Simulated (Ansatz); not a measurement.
Geometry optimisation, RKS PBE0-D4/def2-SVP in Ansatz.

Input:

```yaml
crystal:
  periodic: [false, false, false]
  atoms:
    - { symbol: Al, position_ang: [0.080715, -0.225603, 0.183712] }
    - { symbol: O, position_ang: [-0.194202, -0.164771, 1.90867] }
    - { symbol: Si, position_ang: [-1.242162, -0.443413, 3.154894] }
    - { symbol: H, position_ang: [-2.395978, -1.28717, 2.702934] }
    - { symbol: H, position_ang: [-0.541249, -1.14597, 4.269458] }
    - { symbol: H, position_ang: [-1.780282, 0.856012, 3.664439] }
    - { symbol: H, position_ang: [1.487125, 0.07972, -0.423898] }
    - { symbol: O, position_ang: [-1.215781, -0.727809, -0.793402] }
    - { symbol: Si, position_ang: [-2.723936, -1.385392, -0.969543] }
    - { symbol: H, position_ang: [-2.817559, -2.681729, -0.228229] }
    - { symbol: H, position_ang: [-3.771131, -0.45801, -0.439185] }
    - { symbol: H, position_ang: [-2.991495, -1.637078, -2.415818] }
    - { symbol: H, position_ang: [-0.27676, 2.455367, 0.721959] }
    - { symbol: H, position_ang: [-0.386405, 1.929747, 1.203909] }
basis:
  gaussian: { orbitals: def2-SVP }
hamiltonian:
  xc: pbe0
  dispersion: d4
relax:
  f_tol: 0.03
  max_steps: 50
```

Command:

```bash
$ ansatz run input.yaml --threads 4 --pin off --max-ram 5120MiB --backend cpu --events-out ev --progress --plain --runs-dir out
```

Problem. Where does it end, and by what steps?

Solution. The run converged. The force dipped under the threshold on the way, but the program's further checks kept it going. After 19 steps the energy has fallen by 0.161 eV; H13 moved furthest, 1.11 Å.

```tsv
step	energy less start (eV)	largest force component (eV/Å)	accepted
0	0.0000	1.252	yes
1	-0.0783	0.623	yes
2	-0.1000	0.512	yes
3	-0.1201	0.385	yes
4	-0.1319	0.364	yes
5	-0.1374	0.147	yes
6	-0.1437	0.143	yes
7	-0.1401	0.706	no
8	-0.1454	0.197	yes
9	-0.1519	0.024	yes
10	-0.1535	0.216	yes
11	-0.1543	0.125	yes
12	-0.1567	0.043	yes
13	-0.1583	0.111	yes
14	-0.1589	0.082	yes
15	-0.1599	0.004	yes
16	-0.1604	0.037	yes
17	-0.1606	0.091	yes
18	-0.1600	0.086	no
19	-0.1608	0.029	yes
```

```xyz
14
Properties=species:S:1:pos:R:3
Al -0.106 -0.277 0.465
O -0.412 -0.309 2.135
Si -1.007 -0.459 3.661
H -2.235 -1.314 3.674
H 0.015 -1.079 4.558
H -1.365 0.888 4.204
H 1.354 -0.041 -0.058
O -1.332 -0.714 -0.624
Si -2.706 -1.216 -1.379
H -3.093 -2.585 -0.919
H -3.835 -0.280 -1.079
H -2.498 -1.248 -2.859
H -0.890 1.849 0.019
H -0.661 1.947 0.742
```

Whether the end is a true minimum wasn't checked by a vibrational analysis.

The run took 35 s on 4 threads of Arm Neoverse V2 (shared host), peak memory 0.32 GiB.
